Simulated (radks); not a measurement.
All-electron atom: Ni II in [Ar] 3d9.

Calculated with a radial shooting solver on a logarithmic mesh with Libxc functionals: Dirac Kohn-Sham, PBE, spin-unpolarised, spherical densities, point nucleus; open shells are shared between the two j in proportion to 2j + 1.

Energy parts (Ry):
| part | energy |
|---|---|
| total | -3040.69352 |
| kinetic | 3089.80638 |
| electron-nucleus | -7298.39524 |
| Hartree | 1294.60463 |
| exchange-correlation | -126.70930 |

Orbitals (lengths in bohr, moments of r in powers of bohr; r(90%) holds 90 % of the orbital's charge):
orbital  occ.  eigenvalue (Ry)       <r^4>  <1/r>  r(90%)
1s1/2       2        -603.6887  0.00003983  28.09  0.0966
2s1/2       2        -72.32593    0.008719  6.099   0.379
2p1/2       2        -63.11503    0.006337  6.050   0.349
2p3/2       4        -61.82942    0.006664  5.925   0.354
3s1/2       2         -8.40091      0.6716  1.914    1.12
3p1/2       2         -5.60538      0.9204  1.779    1.21
3p3/2       4         -5.44568      0.9723  1.749    1.22
3d3/2     3.6         -0.96255       7.682  1.313    1.92
3d5/2     5.4         -0.94630       8.005  1.303    1.94

The highest occupied level is 3d5/2 at -12.875 eV. The density falls to 0.001 e/bohr^3 at r = 3.38 bohr. Summed over all electrons, <r^2> = 20.43 bohr^2, which gives a Langevin (diamagnetic) susceptibility term of -16.2 x 10^-6 cm^3/mol. For comparison, the ionisation energy in NIST's Atomic Spectra Database is 18.169 eV (measured). In exact Kohn-Sham theory the highest level is minus the ionisation energy, but local and semilocal functionals leave it too shallow, through self-interaction and a potential that decays too fast; potentials with the right tail come closer.

Beside tabulated values, note that spin-unpolarised runs miss the spin-polarisation part of the exchange energy of open shells.
